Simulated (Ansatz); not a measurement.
The cluster As₆⁺. Total charge 1; doublet. Geometry PBE-D4/def2-SVP; atoms count from 1.

```csv
atom,x (Å),y (Å),z (Å)
As1,1.698,1.372,0.559
As2,1.308,0.801,-1.651
As3,-1.925,0.090,0.313
As4,0.006,0.243,1.907
As5,-0.622,-0.691,-1.682
As6,-0.464,-1.815,0.554
```

Another isomer (doublet) lies 0.12 eV lower at PBE0-D4/def2-SVP; other spin states weren't run for this one.

(1) Estimate the Mulliken populations from the PBE0/def2-SVP orbitals of Ansatz.

(2) Where does the spin sit?

(3) And the Mayer bond orders between heavy atoms (over 0.3)?

Answers

(1) 
| atom | charge (e) | spin (α − β) |
| --- | --- | --- |
| As1 | 0.20 | 0.20 |
| As2 | 0.20 | 0.20 |
| As3 | 0.19 | 0.21 |
| As4 | 0.11 | 0.10 |
| As5 | 0.11 | 0.10 |
| As6 | 0.19 | 0.21 |
Mulliken values depend strongly on the basis.

(2) Summed by element: As 1.00, of 1 unpaired in all. Largest on single atoms: As3 0.21, As6 0.21, As2 0.20.

(3) As1–As2 1.57 (2.32 Å); As1–As4 1.06 (2.44 Å); As2–As5 1.06 (2.44 Å); As3–As4 0.85 (2.51 Å); As3–As5 0.85 (2.51 Å); As3–As6 1.09 (2.41 Å); As4–As6 0.85 (2.51 Å); As5–As6 0.85 (2.51 Å).
